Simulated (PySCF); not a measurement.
Start geometry of `[Cl][GeH3]` from GFN2-xTB (Å):
```
atom  x, y, z in Å
Cl1    1.9785   -0.0837    0.1116
Ge2   -0.1284   -0.0002   -0.0128
H3    -0.7196   -0.5444    1.2532
H4    -0.5244    1.4295   -0.2044
H5    -0.5726   -0.8351   -1.1856
```

What comes out of this run: PBE0-D3(BJ)/def2-SVP geometry optimisation, gas phase (PySCF 2.14.0)?

```
atom  x, y, z in Å
Cl1    2.3081    0.0708    0.1156
Ge2    0.1553    0.2092   -0.0472
H3    -0.4382   -0.3399    1.2569
H4    -0.1977    1.6895   -0.2452
H5    -0.2685   -0.6352   -1.2564
```

The energy falls by 0.060 eV over 5 energy and gradient evaluations, the largest force component goes from 0.0180 to 1.5e-04 Eh/bohr, and the atoms move by 0.038 Å rms after alignment. The bond that changes most is Cl1–Ge2 (ends: chlorine bonded to Ge; germanium bonded to Cl and 3 H), which lengthens by 0.051 Å. Bonds longer at the end by more than 0.005 Å: 4 of 4; shorter: 0. Rotational constants go from 82634, 4476, 4475 to 77958, 4274, 4273 MHz. The orientation of the end geometry is arbitrary; only internal coordinates are fixed.

The run used 65 basis functions and 27 SCF cycles in all. The run took 5.1 s of wall time on an Arm Neoverse V2 with one thread, shared host with 192 logical CPUs at a one-minute load of 53, and the process peaked at 0.30 GiB of memory.

Whether it is a minimum is left open (no frequencies).
